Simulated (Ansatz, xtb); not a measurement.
Two structures of ClFGeHSi

Structure a: a doublet given by its coordinates. Structure b: a doublet given by its coordinates. Both are isolated molecules in the gas phase, relaxed with B3LYP-D3(BJ)/def2-SVP.

a (Å):

```yaml
atoms:
  - { symbol: Cl, position_ang: [2.0944, 1.0936, 0.2338] }
  - { symbol: F, position_ang: [-2.2127, -0.6819, -0.8316] }
  - { symbol: Ge, position_ang: [0.8196, -0.5757, 1.0820] }
  - { symbol: Si, position_ang: [-0.7667, 0.0431, -0.6051] }
  - { symbol: H, position_ang: [-0.6782, 1.1198, -1.6413] }
```

Close contacts (Å): Cl1–Ge3 2.27, F2–Si4 1.63, Ge3–Si4 2.40, Si4–H5 1.50.

b (Å):

```xyz
5

Cl    1.5185   -0.6332   -2.7770
F     0.6321   -1.9661   -0.3268
Ge    1.9298    1.0950    0.8706
Si    1.3332   -0.5538   -0.7188
H     2.4310    1.8623   -0.4472
```

Close contacts (Å): Cl1–Si4 2.07, F2–Si4 1.62, Ge3–Si4 2.37, Ge3–H5 1.61.

**Question.** Estimate E(b) − E(a) at the level CCSD(T)/def2-SVP.

**Answer.** Calculated at CCSD(T)/def2-SVP: E(b) − E(a) = −3.4 kcal/mol, so structure b lies lower.

Level by level:

| level | geometry | E(b) − E(a) (kcal/mol) | departure from the last row (kcal/mol) | job, with rough time for the two |
| --- | --- | --- | --- | --- |
| GFN2-xTB | GFN2-xTB | +18.6 | +22.1 | optimisation, 0.75 s |
| HF/STO-3G | GFN2-xTB | +6.8 | +10.3 | single point, 3.3 s |
| r2SCAN-D4/def2-SVP | GFN2-xTB | −5.3 | −1.9 | single point, 9.6 s |
| B3LYP-D3(BJ)/def2-SVP | B3LYP-D3(BJ)/def2-SVP | −0.6 | +2.9 | optimisation, 2.3 min |
| HF/def2-SVP | B3LYP-D3(BJ)/def2-SVP | −0.5 | +3.0 | part of the CCSD(T) run |
| MP2/def2-SVP | B3LYP-D3(BJ)/def2-SVP | −4.6 | −1.2 | part of the CCSD(T) run |
| CCSD(T)/def2-SVP | B3LYP-D3(BJ)/def2-SVP | −3.4 |  | single point, 55 s |

GFN2-xTB, HF/STO-3G put the two in the other order. HF/def2-SVP finds them nearly level. The largest departure from CCSD(T)/def2-SVP is that of GFN2-xTB, 22.1 kcal/mol.

With harmonic frequencies from B3LYP-D3(BJ)/def2-SVP (ideal gas, rigid rotor, one conformer each, 298.15 K, 1 atm): on the last row, ΔE + ΔZPE = −3.8, ΔH = −3.9, ΔG = −3.7 kcal/mol.

Open shells are spin-unrestricted. The correlated steps freeze 20 core orbitals; the filled d shell of Ge is correlated, in a basis made for valence electrons. Run with Ansatz 0.2.0, xtb 6.7.1; the last row on 1 thread of Intel(R) Xeon(R) Platinum 8259CL CPU @ 2.50GHz (Skylake/Cascade Lake) on a shared host.
